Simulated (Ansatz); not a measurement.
The cluster Sr₅S₄. The state is a triplet with charge 0. Geometry PBE-D4/def2-SVP, that of the charge +1 doublet; atoms count from 1.

```xyz
9

Sr    3.236    1.058   -0.361
Sr   -2.691   -0.936    1.898
Sr   -0.750    3.222    0.880
Sr    1.294   -3.101    0.657
Sr   -0.481   -0.107   -1.357
S     1.003    2.439   -1.034
S     2.218   -1.321   -1.167
S    -2.523    1.253    0.307
S    -1.307   -2.507    0.176
```

In the def2 sets Sr takes a core potential; there is no spin–orbit coupling. At PBE0-D4/def2-TZVP a singlet of charge 0 lies 0.18 eV below the triplet at the same geometry. The structure comes from a short search, and lower isomers may exist.

**Question.** Estimate the Mulliken populations from the PBE0/def2-TZVP orbitals of Ansatz.

**Answer.** 
| atom | charge (e) | spin (α − β) |
| --- | --- | --- |
| Sr1 | 0.78 | 0.51 |
| Sr2 | 0.78 | 0.51 |
| Sr3 | 0.78 | 0.51 |
| Sr4 | 0.78 | 0.51 |
| Sr5 | 1.14 | -0.08 |
| S6 | -1.08 | 0.01 |
| S7 | -1.05 | 0.00 |
| S8 | -1.05 | 0.00 |
| S9 | -1.08 | 0.01 |
Mulliken values and Mayer orders depend strongly on the basis.

**Question.** Where does the spin sit?

**Answer.** Summed by element: Sr 1.97, S 0.03, of 2 unpaired in all. Largest on single atoms: Sr1 0.51, Sr2 0.51, Sr3 0.51.

**Question.** And the Mayer bond orders between bonded heavy atoms (over 0.3)?

**Answer.** Sr1–Sr4 0.45 (4.70 Å); Sr1–S6 0.60 (2.71 Å); Sr1–S7 0.61 (2.71 Å); Sr2–Sr3 0.45 (4.70 Å); Sr2–S8 0.61 (2.71 Å); Sr2–S9 0.60 (2.71 Å); Sr3–S6 0.60 (2.71 Å); Sr3–S8 0.61 (2.71 Å); Sr4–S7 0.61 (2.71 Å); Sr4–S9 0.60 (2.71 Å); Sr5–S6 0.38 (2.96 Å); Sr5–S7 0.40 (2.97 Å); Sr5–S8 0.40 (2.96 Å); Sr5–S9 0.38 (2.97 Å).
